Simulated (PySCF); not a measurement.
cyclopentanone (C5H8O), singlet, at a GFN2-xTB geometry. Base run: CAMB3LYP/6-31G* in PySCF.

PySCF was given this input:
```python
from pyscf import gto, scf, dft

mol = gto.M(
    atom='''
O     0.87537310    1.89876563   -0.35725549
C     0.37959572    0.82337841   -0.15491983
C     1.12822729   -0.48061669    0.02883662
C     0.06033799   -1.56791212   -0.04754620
C    -1.19163010   -0.88596563    0.50924683
C    -1.10303578    0.53525941   -0.03911772
H     1.92578836   -0.58504964   -0.70535867
H     1.59131385   -0.45285207    1.01834905
H     0.33028268   -2.46089812    0.51376258
H    -0.10497291   -1.85408406   -1.08762352
H    -1.14947978   -0.86694046    1.59958820
H    -2.10743946   -1.39392016    0.21152703
H    -1.52542668    0.59576747   -1.04523879
H    -1.60402156    1.28299175    0.57403985
''',
    basis='6-31g*',
    verbose=4,
)

mf = dft.RKS(mol)
mf.xc = 'camb3lyp'
mf.kernel()
```

Each row names what was changed in the base input (with any setting that the change needs).

```tsv
change	ΔE vs base (mEh)	fitting functions	dipole (D)
base	0.000	-	2.93
auxbasis = even-tempered beta=2.0	-0.288	781	2.93
auxbasis = def2-svp-ri	-11.387	400	2.93
auxbasis = def2-tzvp-ri	-0.305	576	2.93
auxbasis = cc-pvdz-jkfit	-0.155	604	2.93
auxbasis = default (with mf = mf.density_fit())	-0.155	604	2.93
auxbasis = cc-pvtz-ri	…	…	2.93
auxbasis = def2-universal-jkfit	…	…	2.93
auxbasis = autoaux	-0.855	733	2.93
auxbasis = def2-universal-jfit	…	…	2.93
```

Q: Complete the blanks.

A: 
- auxbasis = cc-pvtz-ri, ΔE vs base (mEh): -0.406
- auxbasis = cc-pvtz-ri, fitting functions: 726
- auxbasis = def2-universal-jkfit, ΔE vs base (mEh): -0.086
- auxbasis = def2-universal-jkfit, fitting functions: 596
- auxbasis = def2-universal-jfit, ΔE vs base (mEh): 0.061
- auxbasis = def2-universal-jfit, fitting functions: 382

A fitting set is made for a task (jfit for Coulomb, jkfit for Coulomb and exchange, ri for correlation) and for a family of orbital bases.
